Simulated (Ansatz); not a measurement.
Born–Oppenheimer molecular dynamics of Cl$_{3}$H$_{3}$HfO (8 atoms, charge 0, multiplicity 1). It starts at the highest image of a converged band. Of that band: Neighbouring images differ by up to 1.3 eV, so the band resolves the path poorly. A vibrational analysis at the climbing image gives one clearly imaginary mode, 1103i cm⁻¹: a first-order saddle point.

Level of theory: RKS PBE0-D4/def2-SVP (Ansatz).

| Quantity | Value |
| --- | --- |
| ensemble | NVE (velocity Verlet) |
| time step | 0.5 fs |
| steps asked | 200 |
| starting velocities drawn for | 300 K |
| seed | 10720 |

First frame:

```xyz
8
Properties=species:S:1:pos:R:3
Hf 0.151 -0.146 0.003
O -0.463 -0.579 1.988
H -0.972 -1.316 2.347
Cl 1.875 -0.631 -1.516
Cl -0.364 2.113 -0.257
Cl -1.500 -1.607 -0.821
H 1.594 -0.463 1.351
H 0.738 -0.640 1.941
```

How far do the bonds stretch over the last three quarters of this one trajectory? (Pairs bonded in most of those frames.)


```tsv
bond	mean (Å)	spread (Å)	shortest	longest
Hf1–O2	2.460	0.093	2.26	2.57
Hf1–Cl4	2.322	0.035	2.28	2.38
Hf1–Cl5	2.359	0.039	2.29	2.41
Hf1–Cl6	2.390	0.034	2.33	2.43
Hf1–H7	1.855	0.038	1.79	1.91
O2–H3	0.968	0.007	0.96	0.99
O2–H8	0.968	0.016	0.94	0.99
```

Mean temperature of the second half: 453 K. The conserved energy stayed within 0.048 meV per atom of its start (net change -0.0076 meV per atom), so the integration is sound. The kinetic energy rose, since the run started high on the potential surface and went downhill. A run of 0.1 ps of so small a system gives no equilibrium averages. The orbitals stay closed-shell, which can raise the energy where a bond breaks towards radicals; this wasn't checked here.

Run time: 9.2 min on 2 threads of Intel(R) Xeon(R) 6975P-C (Granite Rapids), on a shared host, peak memory 0.31 GiB.
